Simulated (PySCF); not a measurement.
Dipole response of Cl⁺ (chlorine, charge +1)

[Ne] 3s2 3p3 4s1, high-spin 5S determinant (an excited configuration). Calculation: PySCF 2.14, in aug-cc-pVQZ-DK (7s6p4d3f2g, 84 functions); scalar relativity by spin-free X2C-1e. Coupled (time-dependent) response in atomic units; α is the mean over directions.

```json
{"method": "BP86", "mean α (bohr³)": "110.6", "C₆ (like pair)": "963.6", "S(−4)": "11550"}
```

S(−4) is the Cauchy moment in α(ω) = α(0) + S(−4) ω² + …

α(iu) at BP86:

| u (hartree) | α(iu) (bohr³) |
| --- | --- |
| 0 | 110.6 |
| 0.0500 | 87.94 |
| 0.100 | 55.65 |
| 0.200 | 25.01 |
| 0.300 | 14.85 |
| 0.500 | 7.965 |
| 0.750 | 4.861 |
| 1.00 | 3.320 |
| 1.50 | 1.820 |
| 2.00 | 1.143 |
| 3.00 | 0.5754 |
| 5.00 | 0.2402 |

For an ion, C₆ is the dispersion term alone; charge-induced terms of lower order in 1/R come first.

The outer electron is Rydberg-like, and this basis confines it to a smaller radius and binds it less than a complete one would.
